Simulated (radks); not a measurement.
Q: The table gives one normalised radial function P(r) = r R(r) of Os16+ in [Kr] 4d10 4f12 5s2 (r in bohr). All-electron calculation, scalar-relativistic Kohn-Sham, LB94 model potential, spin-polarised, spherical densities, finite nucleus; open shells are filled with parallel spins first (spin-orbit coupling, left out, can overturn this in heavy ions); Fermi nuclear charge, rms radius 5.4126 fm. Program: a radial shooting solver on a logarithmic mesh with Libxc functionals.

| r | P |
|---|---|
| 0.0006627 | 0.0000 |
| 0.000863 | 0.0000 |
| 0.001124 | 0.0000 |
| 0.001463 | 0.0000 |
| 0.001905 | 0.0000 |
| 0.002481 | 0.0000 |
| 0.00323 | 0.0000 |
| 0.004207 | 0.0000 |
| 0.005477 | 0.0000 |
| 0.007132 | 0.0000 |
| 0.009287 | 0.0001 |
| 0.01219 | 0.0002 |
| 0.01587 | 0.0006 |
| 0.02067 | 0.0016 |
| 0.02691 | 0.0040 |
| 0.03505 | 0.0097 |
| 0.04563 | 0.0231 |
| 0.05942 | 0.0522 |
| 0.07737 | 0.1116 |
| 0.1007 | 0.2226 |
| 0.1312 | 0.4088 |
| 0.1708 | 0.6801 |
| 0.2224 | 1.0057 |
| 0.2896 | 1.2955 |
| 0.3771 | 1.4367 |
| 0.4911 | 1.3592 |
| 0.6395 | 1.0786 |
| 0.8327 | 0.6920 |
| 1.084 | 0.3364 |
| 1.412 | 0.1122 |
| 1.838 | 0.0224 |
| 2.394 | 0.0023 |

Which n and l does it have? It may be an empty orbital.

A: n = 4, l = 3: the number of nodes gives n - l - 1 = 0, the rise at small r (about r^(l+1), flatter next to the nucleus through relativity) gives l, and the extent must fit the shell. The curve is that of 4f down; the table hardly tells the two spins apart. 4f down: eigenvalue -408.65 eV, 0 radial nodes, <r> = 0.505 bohr, 90 % of the charge inside 0.799 bohr.
